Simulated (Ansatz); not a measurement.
System: LuF₃, net charge -1, doublet state. The spin state was set by rule; other spins were not relaxed. 
Structure (B3LYP-D3(BJ)/def2-TZVP (Ansatz, an electronic-structure program) minimum search):
```xyz
4

Lu    -0.0357     0.0649     0.1533
F     -1.5279    -1.1872    -0.3504
F      0.0949     1.5923    -1.1498
F      1.7147    -0.9175     0.2908
```
Charge -1, spin multiplicity 2.

Question: Give the harmonic wavenumbers at B3LYP-D3(BJ)/def2-TZVP (Ansatz, finite differences of forces, unscaled).

Answer: 105, 131, 131, 499, 499, 521 cm⁻¹. Zero-point energy 2.7 kcal/mol.

Question: From these and the geometry, give the ideal-gas thermochemistry at 298.15 K and 1 atm (rigid rotor, harmonic oscillator).

Answer: Point group C3v, rotational symmetry number 3. Rotational constants 4.18, 4.18, 2.419 GHz. S(trans) 42.23, S(rot) 24.25, S(vib) 11.15, S(elec, spin only) 1.38, S 79.0 cal/(mol K). H(298) - H(0) 4.09 kcal/mol; G - E(el) -16.8 kcal/mol.
